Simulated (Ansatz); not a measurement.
**Question.** Name a neutral molecule of Al, Cl, O and H with size of the dipole moment (PBE/def2-TZVPP) between 4.80 and 5.10 D and size of the dipole moment (B3LYP/def2-TZVPP) between 5.10 and 5.40 D (Ansatz, PBE0-D4/def2-TZVP geometry).

**Answer.** `[OH2+][Al-]([Cl])([Cl])[Cl]` (5.06 D, 5.16 D). Other molecules can fit too; these were computed, each in one conformer that needn't be the lowest.

B3LYP here is the variant with VWN-RPA as its local correlation; programs differ in this.
